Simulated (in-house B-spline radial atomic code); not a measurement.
Response of the potassium ion K⁺ as one setting changes: the radius of a hard wall (bohr). Method: LDA VWN5. A dash marks a strongly mixed or unbound state. A box has no continuum, so excitations may lie above minus the highest level. Computed with a B-spline radial code for spherical atoms: linear response of the closed shell [Ne] 3s2 3p6 with the functional's adiabatic kernel; scalar-relativistic (spin-free one-electron X2C), finite nucleus, no spin-orbit coupling, no double excitations, S, P, D and F terms only. Only terms of natural parity with L up to 3 were computed.

```json
{"radius of a hard wall (bohr)": "2.5", "lowest 1P (eV)": "3p → 3d 38.76", "lowest 3P, Tamm-Dancoff (eV)": "3p → 3d 25.466", "minus highest occupied level (eV)": "11.949", "α (bohr³)": "2.265"}
{"radius of a hard wall (bohr)": "3", "lowest 1P (eV)": "3p → 3d 35.42", "lowest 3P, Tamm-Dancoff (eV)": "3p → 3d 23.706", "minus highest occupied level (eV)": "19.783", "α (bohr³)": "3.186"}
{"radius of a hard wall (bohr)": "3.5", "lowest 1P (eV)": "3p → 3d 32.72", "lowest 3P, Tamm-Dancoff (eV)": "3p → 3d 22.449", "minus highest occupied level (eV)": "22.910", "α (bohr³)": "4.042"}
{"radius of a hard wall (bohr)": "4", "lowest 1P (eV)": "?", "lowest 3P, Tamm-Dancoff (eV)": "?", "minus highest occupied level (eV)": "?", "α (bohr³)": "?"}
{"radius of a hard wall (bohr)": "4.5", "lowest 1P (eV)": "3p → 4s 24.801", "lowest 3P, Tamm-Dancoff (eV)": "3p → 3d 21.055", "minus highest occupied level (eV)": "24.671", "α (bohr³)": "5.189"}
{"radius of a hard wall (bohr)": "5.5", "lowest 1P (eV)": "?", "lowest 3P, Tamm-Dancoff (eV)": "?", "minus highest occupied level (eV)": "?", "α (bohr³)": "?"}
{"radius of a hard wall (bohr)": "6.5", "lowest 1P (eV)": "3p → 4s 19.785", "lowest 3P, Tamm-Dancoff (eV)": "3p → 4s 19.451", "minus highest occupied level (eV)": "24.969", "α (bohr³)": "5.722"}
{"radius of a hard wall (bohr)": "8", "lowest 1P (eV)": "3p → 4s 19.125", "lowest 3P, Tamm-Dancoff (eV)": "3p → 4s 18.862", "minus highest occupied level (eV)": "24.973", "α (bohr³)": "5.743"}
{"radius of a hard wall (bohr)": "10", "lowest 1P (eV)": "3p → 4s 18.942", "lowest 3P, Tamm-Dancoff (eV)": "3p → 4s 18.705", "minus highest occupied level (eV)": "24.973", "α (bohr³)": "5.744"}
{"radius of a hard wall (bohr)": "15", "lowest 1P (eV)": "3p → 4s 18.911", "lowest 3P, Tamm-Dancoff (eV)": "3p → 4s 18.680", "minus highest occupied level (eV)": "24.973", "α (bohr³)": "5.744"}
```

(1) What belongs in the row for 5.5?

(2) What belongs in the row for 4?

Answers

(1) lowest 1P (eV): 3p → 4s 21.148; lowest 3P, Tamm-Dancoff (eV): 3p → 3d 20.452; minus highest occupied level (eV): 24.935; α (bohr³): 5.617.

(2) lowest 1P (eV): 3p → 4s 28.678; lowest 3P, Tamm-Dancoff (eV): 3p → 3d 21.609; minus highest occupied level (eV): 24.171; α (bohr³): 4.723.
